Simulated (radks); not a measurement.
Problem. Nd+, configuration [Xe] 4f4 6s1. All-electron calculation, scalar-relativistic Kohn-Sham, PBE, spin-polarised, spherical densities, point nucleus; open shells are filled with parallel spins first (spin-orbit coupling, left out, can overturn this in heavy ions). Program: a radial shooting solver on a logarithmic mesh with Libxc functionals. Some entries of the table are withheld. Estimate them.

| orbital | occ. | eigenvalue (eV) | <r^2> (bohr^2) |
|---|---|---|---|
| 1s up | 1 | -43409.19 | 0.0007598 |
| 1s down | 1 | -43409.19 | 0.0007598 |
| 2s up | 1 | -7025.592 | 0.01203 |
| 2s down | 1 | -7025.578 | 0.01203 |
| 2p up | 3 | -6280.707 | 0.009624 |
| 2p down | 3 | -6280.698 | 0.009624 |
| 3s up | 1 | -1528.852 | 0.08105 |
| 3s down | 1 | -1527.793 | 0.08098 |
| 3p up | 3 | -1293.970 | 0.08111 |
| 3p down | 3 | -1292.915 | 0.08102 |
| 3d up | 5 | -968.1545 | 0.06884 |
| 3d down | 5 | -967.3389 | 0.06873 |
| 4s up | 1 | -309.6238 | 0.4164 |
| 4s down | 1 | -306.7331 | 0.4160 |
| 4p up | 3 | -232.7401 | 0.4708 |
| 4p down | 3 | -229.8238 | 0.4703 |
| 4d up | 5 | -123.4901 | 0.5808 |
| 4d down | 5 | -120.5414 | 0.5810 |
| 5s up | 1 | (1) | (2) |
| 5s down | 1 | (3) | (4) |
| 5p up | 3 | -28.5803 | 3.353 |
| 5p down | 3 | -27.0158 | 3.428 |
| 6s up | 1 | -8.5616 | 17.70 |
| 4f up | 4 | -8.5122 | 1.637 |
| 4f down | 0 | -5.9234 | 1.883 |

Solution. 
(1) 5s up eigenvalue (eV): -47.1038
(2) 5s up <r^2> (bohr^2): 2.423
(3) 5s down eigenvalue (eV): -45.1605
(4) 5s down <r^2> (bohr^2): 2.469
